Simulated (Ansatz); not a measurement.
`[OH][Hf]([OH])([OH])[SH]` and `[NH2][Hf]([OH])([OH])[OH]` differ in one atom or group.

Ansatz, PBE0-D4/def2-TZVP geometries, multiplicity 1. Each molecule was computed in one conformer, which needn't be the lowest.

Elements past krypton have def2 core potentials.

```csv
property,`[OH][Hf]([OH])([OH])[SH]`
"ideal-gas entropy at 298 K and 1 bar (rigid rotor, harmonic PBE0-D4/def2-TZVP) / J/(mol·K)",430
zero-point energy (PBE0-D4/def2-TZVP) / kJ/mol,119.1
HOMO–LUMO gap (B3LYP/def2-TZVPP) / eV,6.24
HOMO–LUMO gap (PBE0/def2-TZVPP) / eV,6.83
HOMO–LUMO gap (PBE/def2-TZVPP) / eV,4.85
LUMO energy (PBE/def2-TZVPP) / eV,-0.90
```

(1) Give the same properties after the change, and the shifts. (Estimate.)

## Answers

(1) Ansatz gave: 
```
                                                                                  property  `[NH2][Hf]([OH])([OH])[OH]`  shift
ideal-gas entropy at 298 K and 1 bar (rigid rotor, harmonic PBE0-D4/def2-TZVP) / J/(mol·K)                          420    -10
                                            zero-point energy (PBE0-D4/def2-TZVP) / kJ/mol                        160.3   41.2
                                                     HOMO–LUMO gap (B3LYP/def2-TZVPP) / eV                         6.46   0.22
                                                      HOMO–LUMO gap (PBE0/def2-TZVPP) / eV                         7.04   0.21
                                                       HOMO–LUMO gap (PBE/def2-TZVPP) / eV                         4.91   0.06
                                                         LUMO energy (PBE/def2-TZVPP) / eV                        -0.67   0.23
```

The zero-point energy changes by 41.2 kJ/mol with +3 modes. Modes under 60 cm⁻¹, often nearly free rotors, make the harmonic entropy too high.

B3LYP here is the variant with VWN-RPA as its local correlation; programs differ in this.
